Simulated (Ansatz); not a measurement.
C₂H₅ClOSi (`OC1(Cl)C[SiH2]1`) at its PBE0-D4/def2-TZVP geometry, where that method's forces vanish. Charge 0, multiplicity 1.

```xyz
10

O    -1.6359   -0.2545    0.7414
C    -0.5844   -0.3583   -0.1290
Cl   -1.0056   -1.1959   -1.6578
C     0.2861    0.8820   -0.3563
Si    1.1603   -0.5344    0.4853
H    -2.2658    0.3867    0.3865
H     0.0098    1.7302    0.2655
H     0.5142    1.1450   -1.3832
H     1.4229   -0.4309    1.9350
H     2.0985   -1.3700   -0.2875
```

Q: What forces (eV/Å) does ωB97M-V/def2-TZVPP give on these atoms in the Gaussian-basis code of Ansatz? (Best estimate.)

A: Ansatz gave: 
```
O1  -0.318  0.105  0.163
C2   0.340 -0.126 -0.090
Cl3 -0.029 -0.021 -0.064
C4   0.102  0.156 -0.022
Si5  0.059 -0.047  0.040
H6   0.042 -0.054  0.034
H7   0.003 -0.068 -0.047
H8  -0.040 -0.029  0.072
H9  -0.041 -0.015 -0.180
H10 -0.118  0.099  0.092
```
